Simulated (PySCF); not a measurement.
o-xylylene (C8H8), SMILES c1ccc(=C)c(=C)c1.

The structure is a stationary point at ωB97X-D3(BJ)/def2-SVP.

The numbers are results of PySCF 2.14.0 with TDA-PBE/def2-SVPD, not measurements.

Vertical excitations. The molecule is in vacuum. State labels are in the subgroup C2.

| state | symmetry | energy (eV) | λ (nm) | f | main pairs |
|---|---|---|---|---|---|
| S1 | B | 3.35 | 371 | 0.151 | HOMO→LUMO 87 % |
| S2 | B | 4.25 | 292 | 0.007 | HOMO→LUMO+1 54 %, HOMO−1→LUMO 44 % |
| S3 | A | 4.57 | 271 | 0.004 | HOMO−2→LUMO 56 %, HOMO→LUMO+2 44 % |
| S4 | B | 5.15 | 241 | 0.005 | HOMO−3→LUMO 85 % |
| S5 | A | 5.25 | 236 | 0.005 | HOMO→LUMO+3 98 % |
| S6 | B | 5.57 | 223 | 0.051 | HOMO−1→LUMO 33 %, HOMO→LUMO+1 29 %, HOMO−3→LUMO 13 %, HOMO→LUMO+5 11 % |
| T1 | B | 1.58 | 782 | 0 | HOMO→LUMO 99 % |
| T2 | B | 3.55 | 350 | 0 | HOMO−1→LUMO 58 %, HOMO→LUMO+1 40 % |
Triplets are in the Tamm–Dancoff approximation.
